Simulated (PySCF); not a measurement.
C5H7F, SMILES F[C@H]1CC=C1C.

Geometry optimised at PBE-D3(BJ)/def2-SVP. The structure was generated by enumeration; whether it is a known compound was not checked.

These are PySCF 2.14.0 with PBE-D3(BJ)/def2-SVP values and carry that method's errors.

Harmonic, unscaled wavenumbers; measured fundamentals usually lie a few per cent lower.

| mode | ν (cm⁻¹) | IR (km/mol) | Raman (Å⁴/amu) | depolarisation | moving atoms (share of kinetic energy) |
|---|---|---|---|---|---|
| 1 | 146 | 0.8 | 0.4 | 0.75 | H 88 % |
| 2 | 181 | 2.5 | 0.6 | 0.75 | C 47 %, H 31 %, F 22 % |
| 3 | 207 | 1.1 | 1.9 | 0.75 | C 40 %, H 34 %, F 26 % |
| 4 | 300 | 2.7 | 1.9 | 0.75 | C 58 %, H 34 % |
| 5 | 416 | 3.5 | 0.8 | 0.73 | C 46 %, H 32 %, F 22 % |
| 6 | 559 | 4.0 | 2.6 | 0.52 | C 51 %, F 25 %, H 24 % |
| 7 | 651 | 1.6 | 5.7 | 0.41 | C 71 %, H 27 % |
| 8 | 760 | 3.9 | 5.1 | 0.27 | H 54 %, C 36 %, F 9 % |
| 9 | 842 | 26.2 | 9.4 | 0.58 | H 68 %, C 27 % |
| 10 | 910 | 14.0 | 4.5 | 0.70 | C 56 %, H 44 % |
| 11 | 920 | 3.1 | 4.6 | 0.68 | H 53 %, C 45 % |
| 12 | 945 | 12.8 | 8.5 | 0.74 | H 71 %, C 29 % |
| 13 | 1003 | 4.0 | 1.9 | 0.18 | H 54 %, C 45 % |
| 14 | 1009 | 0.1 | 2.4 | 0.35 | C 57 %, H 43 % |
| 15 | 1055 | 16.5 | 7.6 | 0.61 | H 55 %, C 38 % |
| 16 | 1111 | 78.9 | 1.7 | 0.69 | C 47 %, H 38 %, F 15 % |
| 17 | 1154 | 7.6 | 4.5 | 0.67 | H 58 %, C 41 % |
| 18 | 1175 | 5.5 | 2.1 | 0.41 | H 58 %, C 42 % |
| 19 | 1207 | 5.2 | 4.9 | 0.32 | C 50 %, H 49 % |
| 20 | 1274 | 5.1 | 5.4 | 0.56 | C 57 %, H 42 % |
| 21 | 1318 | 43.8 | 10.0 | 0.75 | H 71 %, C 28 % |
| 22 | 1339 | 6.4 | 21.9 | 0.51 | H 61 %, C 39 % |
| 23 | 1392 | 10.3 | 15.9 | 0.73 | H 96 % |
| 24 | 1398 | 1.7 | 42.0 | 0.52 | H 90 %, C 10 % |
| 25 | 1406 | 20.6 | 15.9 | 0.75 | H 91 %, C 9 % |
| 26 | 1677 | 9.8 | 37.0 | 0.12 | C 94 % |
| 27 | 2956 | 30.5 | 78.8 | 0.75 | H 93 % |
| 28 | 2959 | 28.5 | 249.6 | 0.02 | H 96 % |
| 29 | 2975 | 44.2 | 238.6 | 0.12 | H 95 % |
| 30 | 3030 | 8.0 | 95.3 | 0.75 | H 91 %, C 9 % |
| 31 | 3038 | 13.6 | 120.7 | 0.73 | H 90 %, C 10 % |
| 32 | 3072 | 9.3 | 86.2 | 0.73 | H 91 %, C 9 % |
| 33 | 3115 | 13.7 | 139.0 | 0.26 | H 91 %, C 9 % |
